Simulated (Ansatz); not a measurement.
The As1–H2 bond of AsH3 (SMILES [AsH3]) is stretched (multiplicity 1, the rest rigid).
Geometry at rest (charge 0, multiplicity 1):
```xyz
4

As     0.0004     0.0004     0.0708
H     -0.2814     1.2323    -0.7831
H     -0.9371    -0.8619    -0.7681
H      1.2044    -0.3827    -0.7836
```

Cores are frozen in the correlated methods. Filled d and f shells under p-block atoms count as core.

Codes used: Ansatz (Gaussian orbitals). Each number belongs to the level named beside it.

FIC-MRCISD+Q on CASSCF(2,2)/cc-pVTZ, total energies (hartree):

```
R (Å)        CASSCF        MRCISD  weight c² of the reference
-----  ------------  ------------  --------------------------
1.525  -2235.988899  -2236.149909                     0.92277
2.669  -2235.903694  -2236.054459                     0.92265
4.881  -2235.880301  -2236.027802                     0.92385
```

**Question.** Add the Davidson correction (E_MRCISD − E_CASSCF)(1 − c²)/c² and give the energies above the first point at the three levels.

**Answer.** 
Corrections (hartree): -0.013476, -0.012639, -0.012158. Above the first point (kcal/mol):
- R = 2.669 Å: CASSCF 53.5, MRCISD 59.9, with the correction 60.4
- R = 4.881 Å: CASSCF 68.1, MRCISD 76.6, with the correction 77.5

Ansatz is an electronic-structure program.
